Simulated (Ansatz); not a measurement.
Start from `C/C=[N]\[InH2]` and change one atom or group (the configuration at the double bond changes too) to get `C/C=N/CF`.

Ansatz, PBE0-D4/def2-TZVP geometries, multiplicity 1. Each molecule was computed in one conformer, which needn't be the lowest.

Elements past krypton have def2 core potentials.

```tsv
property	`C/C=[N]\[InH2]`
HOMO energy (PBE0/def2-TZVPP) / eV	-6.18
HOMO–LUMO gap (PBE0/def2-TZVPP) / eV	4.79
HOMO energy (PBE/def2-TZVPP) / eV	-5.05
HOMO–LUMO gap (B3LYP/def2-TZVPP) / eV	4.35
LUMO energy (PBE0/def2-TZVPP) / eV	-1.39
LUMO energy (ωB97M-V/def2-TZVPP) / eV	0.06
```

Problem. Give the same properties after the change, and the shifts. (Best estimate.)

Solution. The calculation gave: 
```
                             property  `C/C=N/CF`  shift
   HOMO energy (PBE0/def2-TZVPP) / eV       -7.70  -1.52
 HOMO–LUMO gap (PBE0/def2-TZVPP) / eV        7.23   2.44
    HOMO energy (PBE/def2-TZVPP) / eV       -6.22  -1.17
HOMO–LUMO gap (B3LYP/def2-TZVPP) / eV        6.75   2.40
   LUMO energy (PBE0/def2-TZVPP) / eV       -0.47   0.92
LUMO energy (ωB97M-V/def2-TZVPP) / eV        1.76   1.70
```

With PBE0 the HOMO falls by 1.52 eV and the LUMO rises by 0.92 eV, so the gap widens by about 2.44 eV. PBE moves the HOMO by -1.17 eV and ωB97M-V by -1.69 eV. The zero-point energy changes by 53.3 kJ/mol with +3 modes.

Positive LUMOs are unbound, so they and the gaps depend on the basis.

B3LYP here is the variant with VWN-RPA as its local correlation; programs differ in this.
